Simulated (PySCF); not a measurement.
Correlation energy of Cu (copper, neutral)

[Ar] 3d10 4p1, 2P determinant (an excited configuration). Calculation: PySCF 2.14, in ANO-RCC-VTZP (6s5p3d2f1g, 59 functions); scalar relativity by spin-free X2C-1e. Frozen: [Ne]; 19 electrons correlated.

```
  level  correlation energy (mhartree)
   CCSD                        -771.73
    (T)                         -21.86
CCSD(T)                        -793.59
```

Diagnostics: T1 = 0.029, D1 = 0.1493, largest double amplitude 0.032.

Cost of the coupled-cluster step: of the order of 50 core-seconds, for 19 correlated electrons.

Iterations:

```
CC2 = 0
CCSD nocc = (np.int64(10), np.int64(9)), nmo = (54, 54)
frozen orbitals [[0, 1, 2, 3, 4], [0, 1, 2, 3, 4]]
max_cycle = 100
direct = 0
conv_tol = 1e-08
conv_tol_normt = 1e-06
diis_space = 8
diis_start_cycle = 0
Init t2, MP2 energy = -0.891704468339149
Init E_corr(UCCSD) = -0.891704468344643
cycle = 1  E_corr(UCCSD) = -0.709678261741392  dE = 0.182026207  norm(t1,t2) = 0.182379
cycle = 2  E_corr(UCCSD) = -0.799659248518982  dE = -0.0899809868  norm(t1,t2) = 0.115727
cycle = 3  E_corr(UCCSD) = -0.774228825264003  dE = 0.0254304233  norm(t1,t2) = 0.0912224
cycle = 4  E_corr(UCCSD) = -0.770863374469919  dE = 0.00336545079  norm(t1,t2) = 0.0106036
cycle = 5  E_corr(UCCSD) = -0.77067189613101  dE = 0.000191478339  norm(t1,t2) = 0.00949871
cycle = 6  E_corr(UCCSD) = -0.771706437612145  dE = -0.00103454148  norm(t1,t2) = 0.00595025
cycle = 7  E_corr(UCCSD) = -0.771949902417306  dE = -0.000243464805  norm(t1,t2) = 0.00574276
cycle = 8  E_corr(UCCSD) = -0.771753473309098  dE = 0.000196429108  norm(t1,t2) = 0.00540905
cycle = 9  E_corr(UCCSD) = -0.771352235371249  dE = 0.000401237938  norm(t1,t2) = 0.0045102
cycle = 10  E_corr(UCCSD) = -0.771734077978751  dE = -0.000381842608  norm(t1,t2) = 0.00214295
cycle = 11  E_corr(UCCSD) = -0.771683581924159  dE = 5.04960546e-05  norm(t1,t2) = 0.00311237
cycle = 12  E_corr(UCCSD) = -0.77174119742378  dE = -5.76154996e-05  norm(t1,t2) = 0.00214759
cycle = 13  E_corr(UCCSD) = -0.771716346314968  dE = 2.48511088e-05  norm(t1,t2) = 0.00089585
cycle = 14  E_corr(UCCSD) = -0.771709519642096  dE = 6.82667287e-06  norm(t1,t2) = 0.000602832
cycle = 15  E_corr(UCCSD) = -0.771753289827994  dE = -4.37701859e-05  norm(t1,t2) = 0.000566973
cycle = 16  E_corr(UCCSD) = -0.771725889255581  dE = 2.74005724e-05  norm(t1,t2) = 0.000435606
cycle = 17  E_corr(UCCSD) = -0.771734842735864  dE = -8.95348028e-06  norm(t1,t2) = 0.00032152
cycle = 18  E_corr(UCCSD) = -0.771731896090866  dE = 2.946645e-06  norm(t1,t2) = 0.000192041
cycle = 19  E_corr(UCCSD) = -0.771733160200353  dE = -1.26410949e-06  norm(t1,t2) = 6.9461e-05
cycle = 20  E_corr(UCCSD) = -0.771734237914477  dE = -1.07771412e-06  norm(t1,t2) = 4.40178e-05
cycle = 21  E_corr(UCCSD) = -0.771734422236659  dE = -1.84322183e-07  norm(t1,t2) = 6.29472e-05
cycle = 22  E_corr(UCCSD) = -0.771735193770832  dE = -7.71534173e-07  norm(t1,t2) = 4.32658e-05
cycle = 23  E_corr(UCCSD) = -0.771734660636001  dE = 5.33134831e-07  norm(t1,t2) = 1.29046e-05
cycle = 24  E_corr(UCCSD) = -0.771734887938581  dE = -2.2730258e-07  norm(t1,t2) = 6.13166e-06
cycle = 25  E_corr(UCCSD) = -0.771734977225986  dE = -8.92874055e-08  norm(t1,t2) = 3.6654e-06
cycle = 26  E_corr(UCCSD) = -0.771734741210863  dE = 2.36015123e-07  norm(t1,t2) = 1.62415e-06
cycle = 27  E_corr(UCCSD) = -0.771734822102045  dE = -8.08911822e-08  norm(t1,t2) = 8.87508e-07
cycle = 28  E_corr(UCCSD) = -0.771734804471566  dE = 1.76304793e-08  norm(t1,t2) = 4.41121e-07
cycle = 29  E_corr(UCCSD) = -0.771734798504129  dE = 5.96743666e-09  norm(t1,t2) = 2.0856e-07
UCCSD converged
E(UCCSD) = -1653.777783105701  E_corr = -0.7717347985041293
UCCSD(T) correction = -0.0218580249665526
```

The basis was made for the ground configuration and has no added diffuse functions, which can raise the energy of the promoted electron.
